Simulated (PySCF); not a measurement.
Stationary points of SeOI₂

Level of theory: B3LYP/[Se def2-SVP, O def2-SVP, I def2-SVP with ECP28], scalar-relativistic core potentials, density fitting, no spin–orbit coupling, PySCF.

Relaxations began from a few typed shapes. The search is not exhaustive: other isomers or separated fragments can lie lower, and high-lying points may rest on an excited occupation.

**Question.** Order these stationary points by electronic energy, lowest first, in kJ/mol from the lowest minimum.
A. singlet C2v: Se–I 2.769 Å (×2), Se–O 1.617 Å; I–Se–I 155.4°, I–Se–O 102.3° (×2)
B. singlet Cs: Se–I 2.668 Å (×2), Se–O 1.617 Å; I–Se–I 100.9°, I–Se–O 107.5° (×2)

**Answer.** B (0.0), A (86.5).

**Question.** Which of them are minima?

**Answer.** By energy in kJ/mol, 0.0: minimum; 86.5: saddle point, 1 imaginary mode.

Counting electrons, selenium keeps 2 of its valence electrons outside its bonds, so the VSEPR class is AX3E1 and the expected shape is trigonal pyramidal; with unlike ligands the computed point group is Cs.
